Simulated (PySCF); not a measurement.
# Radial density of Sc⁺ (scandium, charge +1)

UHF, [Ar] 3d1 4s1, high-spin 3D determinant. Computed with PySCF 2.14 in 6-31G*, with the non-relativistic Hamiltonian (point nucleus).

```json
{"r (bohr)": "0.00136", "4πr²ρ (e/bohr)": "0.1335", "4πr²(ρα − ρβ)": "0.0000"}
{"r (bohr)": "0.00229", "4πr²ρ (e/bohr)": "0.3688", "4πr²(ρα − ρβ)": "0.0001"}
{"r (bohr)": "0.00385", "4πr²ρ (e/bohr)": "0.9841", "4πr²(ρα − ρβ)": "0.0003"}
{"r (bohr)": "0.00648", "4πr²ρ (e/bohr)": "2.480", "4πr²(ρα − ρβ)": "0.0008"}
{"r (bohr)": "0.0109", "4πr²ρ (e/bohr)": "5.847", "4πr²(ρα − ρβ)": "0.0019"}
{"r (bohr)": "0.0183", "4πr²ρ (e/bohr)": "12.11", "4πr²(ρα − ρβ)": "0.0039"}
{"r (bohr)": "0.0308", "4πr²ρ (e/bohr)": "20.46", "4πr²(ρα − ρβ)": "0.0061"}
{"r (bohr)": "0.0519", "4πr²ρ (e/bohr)": "24.73", "4πr²(ρα − ρβ)": "0.0049"}
{"r (bohr)": "0.0873", "4πr²ρ (e/bohr)": "20.15", "4πr²(ρα − ρβ)": "-0.0009"}
{"r (bohr)": "0.147", "4πr²ρ (e/bohr)": "19.78", "4πr²(ρα − ρβ)": "0.0061"}
{"r (bohr)": "0.247", "4πr²ρ (e/bohr)": "26.27", "4πr²(ρα − ρβ)": "0.0423"}
{"r (bohr)": "0.415", "4πr²ρ (e/bohr)": "13.59", "4πr²(ρα − ρβ)": "0.1423"}
{"r (bohr)": "0.698", "4πr²ρ (e/bohr)": "7.317", "4πr²(ρα − ρβ)": "0.4562"}
{"r (bohr)": "1.17", "4πr²ρ (e/bohr)": "7.688", "4πr²(ρα − ρβ)": "0.5659"}
{"r (bohr)": "1.98", "4πr²ρ (e/bohr)": "1.722", "4πr²(ρα − ρβ)": "0.4862"}
{"r (bohr)": "3.32", "4πr²ρ (e/bohr)": "0.4582", "4πr²(ρα − ρβ)": "0.4358"}
{"r (bohr)": "5.59", "4πr²ρ (e/bohr)": "0.06872", "4πr²(ρα − ρβ)": "0.0687"}
{"r (bohr)": "9.40", "4πr²ρ (e/bohr)": "0.0005923", "4πr²(ρα − ρβ)": "0.0006"}
```
